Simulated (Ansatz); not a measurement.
Consider the formal hydrolysis of the As–N bond: `CN([SiH3])[AsH2]` + H₂O → `O[AsH2]` + `CN[SiH3]`.

Computed with Ansatz on PBE0-D4/def2-TZVP structures; ΔE is electronic, products minus reactants. CCSD(T)/CBS is the MP2 limit (def2-TZVPP, def2-QZVPP) plus CCSD(T) − MP2 in def2-TZVPP, frozen cores. This one scheme is used for every species. For As outer-core shells are correlated without core-valence functions, which leaves a few kJ/mol of doubt a bond. Scalar relativity is left out up to krypton.

```tsv
species	CCSD(T)/CBS(def2) energy (Eh)
`CN([SiH3])[AsH2]`	-2621.64625
H₂O	-76.37941
`O[AsH2]`	-2311.97217
`CN[SiH3]`	-386.04948
```

(1) Work out ΔE.

Largest T1 diagnostic among the species: 0.012.

## Answers

(1) ΔE = (-2311.97217) + (-386.04948) − (-2621.64625) − (-76.37941) = 0.00401 Eh = +0.11 eV.

In def2-TZVPP, CCSD(T) changes the Hartree–Fock value by +0.23 eV (the triples alone add +0.03 eV) and MP2 by +0.29 eV. The D4 term adds +0.14 eV with B3LYP and +0.08 eV with PBE0; it sums over pairs of atoms, weighted by their polarisabilities, and B3LYP, whose exchange is more repulsive, gets the larger term. From PBE to PBE0 (25 % exact exchange), in def2-TZVPP and without D4, ΔE moves by +0.03 eV.

B3LYP here is the variant with VWN-RPA as its local correlation; programs differ in this.
